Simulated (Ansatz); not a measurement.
A relaxation, step by step

BH3OF4, singlet, PBE0-D4/def2-TZVP (Ansatz 0.2.0). Settings:

```yaml
hamiltonian: {xc: pbe0, dispersion: d4}
relax: {f_tol: 0.005, max_steps: 200}
```

Start, a step off a saddle point along its unstable mode:

```xyz
9
angstrom
B -0.3249 -0.7849 0.2850
O 0.8291 -0.0573 -0.5474
F -0.8905 -1.7002 -0.5772
F 0.3011 -1.3638 1.3614
H -0.4494 1.3397 0.4803
F -1.1169 0.1757 0.6122
H 0.7432 0.7979 -0.3723
F 0.1349 1.9150 0.2488
H 0.7733 -0.3223 -1.4911
```

| step | energy less the last (meV) | largest force component (eV/Å) |
| --- | --- | --- |
| 1 | 1550.6 | 8.632 |
| 2 | 243.3 | 2.636 |
| 3 | 28.0 | 0.507 |
| 4 | 8.3 | 0.235 |
| 5 | 5.4 | 0.200 |
| 6 | 1.7 | 0.133 |
| 7 (rejected trial) | 17.8 | 0.523 |
| 8 | 0.1 | 0.009 |
| 9 | 0.0 | 0.015 |
| 10 (rejected trial) | 0.1 | 0.026 |
| 11 | 0.0 | 0.010 |
| 12 | 0.0 | 0.003 |

Step 2, positions (Å) and forces (eV/Å):

```tsv
atom	x	y	z	Fx	Fy	Fz
B1	-0.327	-0.835	0.290	1.360	-2.636	-0.350
O2	0.836	-0.116	-0.568	0.100	-1.547	-0.125
F3	-0.877	-1.723	-0.597	0.095	0.356	0.202
F4	0.306	-1.411	1.351	-0.277	0.334	-0.347
H5	-0.496	1.420	0.522	-0.892	-0.135	0.505
F6	-1.155	0.163	0.642	-1.543	0.963	0.609
H7	0.775	0.838	-0.398	0.323	1.044	-0.385
F8	0.151	2.044	0.256	0.842	1.315	-0.256
H9	0.787	-0.381	-1.497	-0.008	0.306	0.145
```

Step 4, positions (Å) and forces (eV/Å):

```tsv
atom	x	y	z	Fx	Fy	Fz
B1	-0.309	-0.923	0.293	-0.235	-0.085	0.070
O2	0.846	-0.164	-0.547	0.222	0.146	-0.103
F3	-0.877	-1.742	-0.627	0.027	0.004	0.024
F4	0.304	-1.513	1.331	0.010	0.015	-0.014
H5	-0.548	1.625	0.566	0.029	-0.001	-0.014
F6	-1.159	0.121	0.688	-0.002	-0.028	0.029
H7	0.809	0.820	-0.434	0.006	-0.141	-0.001
F8	0.141	2.172	0.212	-0.038	0.077	0.015
H9	0.793	-0.395	-1.482	-0.018	0.015	-0.006
```

Step 6, positions (Å) and forces (eV/Å):

```
atom       x       y       z      Fx      Fy      Fz
  B1  -0.319  -0.934   0.298  -0.133   0.019   0.063
  O2   0.862  -0.173  -0.555   0.041   0.126   0.006
  F3  -0.879  -1.754  -0.622   0.017   0.030   0.015
  F4   0.302  -1.517   1.333  -0.002   0.019  -0.017
  H5  -0.548   1.635   0.565   0.061   0.077  -0.037
  F6  -1.164   0.116   0.689   0.102  -0.082  -0.048
  H7   0.835   0.806  -0.429   0.006  -0.100  -0.013
  F8   0.128   2.202   0.215  -0.076  -0.097   0.034
  H9   0.782  -0.382  -1.493  -0.016   0.009  -0.003
```

Last step (12):

```tsv
atom	x (Å)	y (Å)	z (Å)
B1	-0.3238	-0.9390	0.3012
O2	0.8685	-0.1779	-0.5603
F3	-0.8715	-1.7645	-0.6190
F4	0.3014	-1.5094	1.3401
H5	-0.5526	1.6468	0.5599
F6	-1.1663	0.1093	0.6759
H7	0.8540	0.7955	-0.4165
F8	0.1328	2.2008	0.2191
H9	0.7573	-0.3615	-1.5006
```

Hardware: 8 CPU threads of an Intel Xeon 6975P-C, shared host. Wall time about 11 s.
